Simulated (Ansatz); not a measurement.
FGeH$_{3}$OSi (`[F][Ge][O][SiH3]`), relaxed with RKS PBE-D4/def2-SVP in Ansatz from a rough embedded geometry. The force threshold is 0.03 eV/Å; the program also tests the step.

Charge 0, multiplicity 1.

Start:

```xyz
7

F     0.019   -1.871   -2.052
Ge   -0.503   -1.843   -0.309
O    -1.235   -0.243    0.123
Si    0.175    0.775    0.436
H    -0.372    2.103    0.835
H     0.866    0.207    1.652
H     1.051    0.872   -0.685
```

```csv
step,energy (eV),largest force (eV/Å),largest move (Å)
1,-69179.7043,2.554,0.000
2,-69180.0481,1.272,0.188
3,-69180.1858,0.629,0.143
4,-69180.2628,0.767,0.195
5,-69180.2965,0.805,0.132
6,-69180.3204,0.932,0.146
7,-69180.4099,0.296,0.200
8,-69180.4169,0.160,0.147
9,-69180.4252,0.110,0.103
10,-69180.4309,0.059,0.104
11,-69180.4358,0.322,0.195
12,-69180.4424,0.181,0.085
13,-69180.4470,0.180,0.190
14,-69180.4542,0.052,0.116
15 (rejected),-69180.4538,0.112,0.032
16,-69180.4546,0.002,0.014
```

End:

```xyz
7

F     0.555   -1.957   -1.170
Ge   -1.192   -1.855   -0.790
O    -1.129   -0.272    0.061
Si    0.166    0.777    0.393
H    -0.403    1.956    1.126
H     1.191    0.102    1.260
H     0.813    1.249   -0.879
```

It took 17 s on 4 threads of an Arm Neoverse V1 on a shared host, with 0.15 GiB of host memory at the peak.
